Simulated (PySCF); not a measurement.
C6H11O2, SMILES CCC[CH]OC(C)=O, doublet at its GFN2-xTB optimised geometry (Å):

```
19

C     -1.3850     0.6877     1.2104
C     -0.8234     1.4206     0.0000
C      0.7181     1.4206     0.0000
C      1.2747     0.0607    -0.1241
O      2.0097    -0.4296     0.8914
C      2.4722    -1.7007     0.8504
C      3.2747    -2.0200     2.0814
O      2.2470    -2.4548    -0.0686
H     -2.4722     0.7026     1.1941
H     -1.0484     1.1574     2.1321
H     -1.0549    -0.3485     1.2128
H     -1.1778     0.9441    -0.9155
H     -1.1724     2.4548     0.0000
H      1.0532     2.0354    -0.8434
H      1.0863     1.8689     0.9240
H      1.0642    -0.5917    -0.9560
H      3.3989    -1.1317     2.6925
H      2.7626    -2.7919     2.6531
H      4.2451    -2.4130     1.7868
```

Level of theory: unrestricted PBE0/def2-SVP (PySCF). Cells within 0.4 Å of a nucleus heavier than hydrogen are left out (blank, or x).

Map of the Laplacian of the electron density (e/bohr⁵) on the plane z = 0.0 Å:

```
|44444444444444444444444444444|
|44444444444444444444444444444|
|44444444444444444444444444444|
|44444444455554444444444444444|
|44444444555555545544444444444|
|44444445555555555555444444444|
|44444445550355555555544444444|
|44444445551145555555554444444|
|44444455553135555455554444444|
|44444455554xx234xx55554444444|
|44444455555xx235xx55555444444|
|44444555555455443145555444444|
|44444555555555554235555544444|
|444445555555555544x5555554444|
|44444455555555555xxx555554444|
|44444444555555555495665555444|
|44444444455555555556665555444|
|44444444444444555555555555444|
|44444444444444455555555555544|
|44444444444444445555666555544|
|44444444444444445556645655544|
|44444444444444445556xxx655544|
|44444444444444445556xxx655544|
|44444444444444445556615655544|
|44444444444444444555666555444|
|44444444444444444555555555444|
|44444444444444444445555554444|
|44444444444444444444444444444|
|44444444444444444444444444444|
```
Scale: ten equal steps from -1.44 (start of '0') to 1.45 (end of '9'), in the order '0123456789'; x runs from -4.50 to 4.50, y from -4.50 (bottom) to 4.50 (top).
